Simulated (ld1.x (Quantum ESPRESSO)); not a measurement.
## Transferability test, ultrasoft potential for Pt (Z = 78)

| Quantity | Value |
| --- | --- |
| Element | Pt (Z = 78) |
| Generator | ld1.x (Quantum ESPRESSO) 7.5 |
| Type | ultrasoft |
| Functional | PBE |
| Relativity | fully relativistic |
| Frozen core | [Kr] 4d10 |
| Valence charge | 32 |
| Reference configuration | 4f14 5s2 5p6 5d10 6s0 6p0 |
| Partial waves | 5s (bound): rcut 1.25, rcutus 1.45 bohr; 6s (bound, empty): rcut 1.25, rcutus 1.45 bohr; 5p (bound): rcut 1.45, rcutus 1.65 bohr; 6p (bound, empty): rcut 1.45, rcutus 1.65 bohr; 5d (bound): rcut 1.20, rcutus 1.55 bohr; 5d channel at 3.75 Ry: rcut 1.20, rcutus 1.55 bohr; 4f (bound): rcut 0.60, rcutus 0.75 bohr; 4f channel at -2.05 Ry: rcut 0.60, rcutus 0.75 bohr |
| Local potential | all-electron potential smoothed inside 0.80 bohr (lloc = -1) |
| Core correction | a·sin(br)/r model core inside 0.50 bohr |
| Augmentation charge | PSQ, inside the norm-conserving radii |

Open shells are filled in proportion to 2j + 1 (rel_dist='average').

Energies are relative to the spin-unpolarised reference configuration 4f14 5s2 5p6 5d10 6s0 6p0; without spin polarisation the order of configurations can differ from experiment. Not all tests gave a result: test run stopped at test 5 of 7 (negative rho).

Its overlap operator is not positive definite in a basis up to 400 Ry (lowest eigenvalue s -0.35, p1/2 -0.26, p3/2 -0.09, d3/2 -34.54), so the file is unfit for use: the generalised eigenproblem breaks down once the basis is large enough, and its test numbers describe a broken file.

| valence configuration | charge | ΔE all-electron (eV) | error AE − PS (meV) |
| --- | --- | --- | --- |
| 4f14 5s2 5p6 5d9 6s1 6p0 | 0 | 0.039 | -4.0 |
| 4f14 5s2 5p6 5d9 6s0 6p0 | +1 | 9.250 | -0.4 |
| 4f14 5s2 5p6 5d8 6s0 6p0 | +2 | 29.231 | -3.5 |
| 4f14 5s2 5p6 5d8 6s1 6p0 | +1 | 11.232 | -9.4 |

Levels in the configuration 4f14 5s2 5p6 5d9 6s1 6p0:

| level | all-electron (eV) | pseudo (eV) |
| --- | --- | --- |
| 4f j=5/2 | -71.811 | -71.652 |
| 4f j=7/2 | -68.358 | -68.205 |
| 5s j=1/2 | -101.578 | -101.562 |
| 5p j=1/2 | -66.893 | -66.874 |
| 5p j=3/2 | -51.972 | -51.972 |
| 5d j=3/2 | -6.976 | -6.980 |
| 5d j=5/2 | -5.648 | -5.652 |
| 6s j=1/2 | -5.675 | -5.670 |

A Bessel basis up to 400 Ry misses an occupied level by 0.04 Ry, so cutoffs and ghosts were not judged.
